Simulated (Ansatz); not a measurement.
Gas-phase electronic energies from Ansatz, PBE0-D4/def2-TZVP geometries. CBS: MP2 limit from def2 TZ/QZ plus the TZ coupled-cluster correction, frozen cores. Functionals use def2-TZVPP. B3LYP here is the variant with VWN-RPA as its local correlation; programs differ in this. For Se outer-core shells are correlated without core-valence functions, which leaves a few kJ/mol of doubt a bond. Scalar relativity is left out up to krypton. One conformer a species, not always the lowest.

Reaction (formal exchange of groups at the Si–Si bond): `[SiH3][SiH2][SeH]` + `N=C=C(O)F` → `N=C=C(F)[SiH3]` + `O[SiH2][SeH]`

| level | ΔE (kJ/mol) |
| --- | --- |
| B3LYP-D4 | -169.2 |
| B3LYP | -170.4 |

(1) What does CCSD(T)/CBS give? (Estimate.)

Largest T1 diagnostic among the species: 0.015.

Results:

(1) The calculation gave: -177.9 kJ/mol. The listed levels differ from it by 8.7, 7.5 kJ/mol.

From BLYP to BHLYP (50 % exact exchange), in def2-TZVPP and without D4, ΔE moves by −14.0 kJ/mol. At CCSD(T), def2-SVP lies +42.3 kJ/mol from the extrapolated value and def2-TZVPP +6.1 kJ/mol. Leaving LDA and LC-ωPBE aside and taking each functional with its dispersion term where it has one, the values, not all of them listed here, spread over 33.6 kJ/mol, from B2PLYP to PBE-D4. LDA lies +4.6 kJ/mol from PBE without D4.
